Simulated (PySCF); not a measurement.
HCl3OTi, triplet, at a GFN2-xTB geometry (such geometries of metal compounds can be far from the true shape) (the multiplicity is a formal guess); HF/6-31G in PySCF.

The PySCF input:
```python
from pyscf import gto, scf

mol = gto.Mole()
mol.atom = '''
    Ti   -0.549749    0.097962   -0.121870
    Cl    1.418425    1.262501   -0.232093
    Cl    0.691495   -0.353109    1.748386
    Cl   -0.311457   -1.580848   -1.403924
    O    -1.956922    0.983892    0.084344
    H    -2.824019    1.388478    0.096126
'''
mol.basis = '6-31g'
mol.charge = 0
mol.spin = 2
mol.verbose = 4
mol.build()

mf = scf.UHF(mol)
mf.kernel()
mf.analyze()
```

It wrote (shortened):

```
PySCF version 2.14.0

[INPUT] verbose = 4
[INPUT] num. atoms = 6
[INPUT] num. electrons = 82
[INPUT] charge = 0
[INPUT] spin (= nelec alpha-beta = 2S) = 2
[INPUT] symmetry False subgroup None
[INPUT] Mole.unit = angstrom
[INPUT] Symbol           X                Y                Z      unit          X                Y                Z       unit  Magmom
[...]
nuclear repulsion = 544.588357860135
number of shells = 39
number of NR pGTOs = 254
number of NR cGTOs = 77
basis = 6-31g
ecp = {}

******** <class 'pyscf.scf.uhf.UHF'> ********
method = UHF
initial guess = minao
damping factor = 0
level_shift factor = 0
DIIS = <class 'pyscf.scf.diis.CDIIS'>
diis_start_cycle = 1
diis_space = 8
diis_damp = 0
SCF conv_tol = 1e-09
SCF conv_tol_grad = None
SCF max_cycles = 50
direct_scf = True
direct_scf_tol = 1e-13
number electrons alpha = 42  beta = 40
Set gradient conv threshold to 3.16228e-05
init E= -2302.41288336409

cycle= 1 E= -2301.89619361056  delta_E= 0.517  |g|= 0.635  |ddm|= 2.35
cycle= 2 E= -2301.56081768004  delta_E= 0.335  |g|= 1.29  |ddm|= 2.25
cycle= 3 E= -2302.27500155445  delta_E= -0.714  |g|= 0.163  |ddm|= 0.871
cycle= 4 E= -2302.31423138616  delta_E= -0.0392  |g|= 0.0704  |ddm|= 0.376
cycle= 5 E= -2302.32721152402  delta_E= -0.013  |g|= 0.0352  |ddm|= 0.266
cycle= 6 E= -2302.32963826551  delta_E= -0.00243  |g|= 0.0203  |ddm|= 0.0913
cycle= 7 E= -2302.33102791439  delta_E= -0.00139  |g|= 0.0171  |ddm|= 0.0622
cycle= 8 E= -2302.332678641  delta_E= -0.00165  |g|= 0.0131  |ddm|= 0.0786
cycle= 9 E= -2302.33463459265  delta_E= -0.00196  |g|= 0.00674  |ddm|= 0.143
cycle= 10 E= -2302.33498883183  delta_E= -0.000354  |g|= 0.00334  |ddm|= 0.0587
cycle= 11 E= -2302.3350686098  delta_E= -7.98e-05  |g|= 0.00156  |ddm|= 0.0369
cycle= 12 E= -2302.33507396642  delta_E= -5.36e-06  |g|= 0.000554  |ddm|= 0.00601
cycle= 13 E= -2302.3350747493  delta_E= -7.83e-07  |g|= 0.000369  |ddm|= 0.00272
cycle= 14 E= -2302.33507549261  delta_E= -7.43e-07  |g|= 0.00027  |ddm|= 0.00212
cycle= 15 E= -2302.33507578169  delta_E= -2.89e-07  |g|= 0.000118  |ddm|= 0.00136
cycle= 16 E= -2302.33507585101  delta_E= -6.93e-08  |g|= 7.84e-05  |ddm|= 0.00066
cycle= 17 E= -2302.33507587514  delta_E= -2.41e-08  |g|= 5.48e-05  |ddm|= 0.000354
cycle= 18 E= -2302.33507589497  delta_E= -1.98e-08  |g|= 3.7e-05  |ddm|= 0.000325
cycle= 19 E= -2302.3350759054  delta_E= -1.04e-08  |g|= 2.39e-05  |ddm|= 0.000259
cycle= 20 E= -2302.33507591041  delta_E= -5.01e-09  |g|= 1.25e-05  |ddm|= 0.000234
[...]
converged SCF energy = -2302.33507591149  <S^2> = 2.0136223  2S+1 = 3.0090678
Total Energy =                       -2302.335075911486456
[...]
spin_pop of  1 Cl 2py       0.00000
spin_pop of  1 Cl 2pz       0.00001
spin_pop of  1 Cl 3px      -0.00034
spin_pop of  1 Cl 3py       0.13635
spin_pop of  1 Cl 3pz       0.37493
spin_pop of  1 Cl 4px       0.00010
spin_pop of  1 Cl 4py      -0.00026
spin_pop of  1 Cl 4pz      -0.00051
spin_pop of  2 Cl 1s       -0.00000
spin_pop of  2 Cl 2s       -0.00000
spin_pop of  2 Cl 3s        0.00642
spin_pop of  2 Cl 4s       -0.00041
spin_pop of  2 Cl 2px       0.00000
spin_pop of  2 Cl 2py       0.00000
spin_pop of  2 Cl 2pz       0.00000
spin_pop of  2 Cl 3px       0.12982
spin_pop of  2 Cl 3py       0.21541
spin_pop of  2 Cl 3pz       0.16570
spin_pop of  2 Cl 4px      -0.00004
spin_pop of  2 Cl 4py      -0.00036
spin_pop of  2 Cl 4pz      -0.00027
spin_pop of  3 Cl 1s        0.00000
spin_pop of  3 Cl 2s        0.00000
spin_pop of  3 Cl 3s       -0.00005
spin_pop of  3 Cl 4s        0.00008
spin_pop of  3 Cl 2px       0.00000
spin_pop of  3 Cl 2py      -0.00000
spin_pop of  3 Cl 2pz      -0.00000
spin_pop of  3 Cl 3px      -0.00016
spin_pop of  3 Cl 3py      -0.00504
spin_pop of  3 Cl 3pz      -0.00669
spin_pop of  3 Cl 4px       0.00022
spin_pop of  3 Cl 4py       0.00024
spin_pop of  3 Cl 4pz       0.00011
spin_pop of  4 O 1s        0.00000
spin_pop of  4 O 2s       -0.00388
spin_pop of  4 O 3s        0.00007
spin_pop of  4 O 2px      -0.00607
spin_pop of  4 O 2py      -0.00880
spin_pop of  4 O 2pz      -0.00976
spin_pop of  4 O 3px       0.00013
spin_pop of  4 O 3py       0.00053
spin_pop of  4 O 3pz       0.00052
spin_pop of  5 H 1s       -0.00003
spin_pop of  5 H 2s       -0.00007
 ** Mulliken Spin Density (per atom)  **
spin density of  0 Ti =      1.00609
spin density of  1 Cl =      0.51628
spin density of  2 Cl =      0.51628
spin density of  3 Cl =     -0.01130
spin density of  4 O =     -0.02725
spin density of  5 H =     -0.00010
 ** Mulliken pop alpha/beta on meta-lowdin orthogonal AOs **
 ** Mulliken pop       alpha | beta **
In total            42.00000 | 40.00000
 ** Mulliken atomic charges   ( Nelec_alpha | Nelec_beta ) **
charge of  0Ti =      1.45855  (    10.77377      9.76768 )
charge of  1Cl =     -0.24988  (     8.88308      8.36680 )
charge of  2Cl =     -0.24988  (     8.88308      8.36680 )
charge of  3Cl =     -0.54412  (     8.76641      8.77771 )
charge of  4O =     -0.78107  (     4.37691      4.40416 )
charge of  5H =      0.36640  (     0.31675      0.31685 )
Dipole moment(X, Y, Z, Debye): -3.66672,  2.52664,  0.71529
```
